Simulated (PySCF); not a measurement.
Species: (OH)3Sn-O-SiH3.
Cartesian coordinates in Å at the PBE0-D3(BJ)/def2-SVP level; atoms count from 1:
```
atom  x, y, z in Å
Sn1    0.8996    0.5469    0.1315
O2     2.4652   -0.5385   -0.3413
O3     1.2090    2.3810   -0.4957
O4     0.6105    0.3464    2.0594
O5    -0.7606   -0.0250   -0.7307
Si6   -1.9683   -1.1059   -0.3566
H7     2.8965   -0.2023   -1.1370
H8     0.3877    2.7743   -0.8181
H9     1.4131    0.0559    2.5105
H10   -2.9240   -0.5225    0.6330
H11   -2.7052   -1.4213   -1.6155
H12   -1.4080   -2.3716    0.2114
```

Level of theory: PySCF, TDDFT CAM-B3LYP/def2-SVPD, vertical, gas phase, core orbitals frozen in the response, def2 core potentials past Kr. Spin–orbit coupling is left out.

Computed states:

```csv
state,E (eV),f
S1,5.88,0.011
S2,5.97,0.026
S3,6.15,0.032
S4,6.23,0.077
S5,6.46,0.049
S6,7.26,0.150
S7,7.37,0.110
S8,7.79,0.045
S9,7.94,0.0098
S10,8.08,0.015
```

Each state is given a Gaussian of 0.4 eV full width at half maximum, with ε(max) = 2.175×10⁸ f / Δν̃ (Δν̃ the width in cm⁻¹). The width is an assumption, not a result. The curve ends short of the highest state used, and states not computed would add to its high-energy end.

Problem. Give the broadened spectrum and its maxima.

Solution. 
| λ (nm) | ε (L mol⁻¹ cm⁻¹) |
| --- | --- |
| 165.8 | 11287 |
| 167.7 | 15147 |
| 169.7 | 16733 |
| 171.7 | 14794 |
| 173.7 | 10555 |
| 175.6 | 6346 |
| 177.6 | 3103 |
| 179.6 | 1358 |
| 181.6 | 769 |
| 183.6 | 951 |
| 185.5 | 1628 |
| 187.5 | 2726 |
| 189.5 | 4067 |
| 191.5 | 5492 |
| 193.4 | 6797 |
| 195.4 | 7985 |
| 197.4 | 8807 |
| 199.4 | 9089 |
| 201.3 | 8793 |
| 203.3 | 7973 |
| 205.3 | 6834 |
| 207.3 | 5591 |
| 209.2 | 4454 |
| 211.2 | 3378 |
| 213.2 | 2458 |
| 215.2 | 1703 |
| 217.1 | 1143 |
| 219.1 | 709 |
| 221.1 | 413 |
| 223.1 | 226 |
| 225.0 | 120 |
| 227.0 | 58 |
| 229.0 | 27 |
| 231.0 | 11 |
| 232.9 | 5 |
| 234.9 | 2 |

Maxima: 199 nm (6.22 eV), ε about 9100, made up of S3 (22%), S4 (57%) and S5 (13%); 170 nm (7.31 eV), ε about 17000, made up of S6 (58%) and S7 (41%) (ε in L mol⁻¹ cm⁻¹; maxima over ε = 5, shares over 10%).

Problem. On this curve, what absorbance would a 10⁻⁵ mol/L sample give at 193 nm over a 1 cm path?

Solution. 193 nm is 6.424 eV, where ε is about 6500 L mol⁻¹ cm⁻¹, so A = ε c l ≈ 0.065 (Beer–Lambert, with the gas-phase spectrum and the assumed width).

Problem. Coming from long wavelengths, where does ε first pass 100 L mol⁻¹ cm⁻¹?

Solution. At about 226 nm (5.50 eV), 0.38 eV below S1.

Problem. What would ε be at 7.31 eV, the highest of these maxima, with half the width (0.2 eV)?

Solution. About 28500 L mol⁻¹ cm⁻¹ against 16700, a factor of about 1.7; a lone state at its own centre would give exactly 2.

All these states lie below the vertical ionisation energy of 11.05 eV (ΔSCF).

One conformer stands for the species.
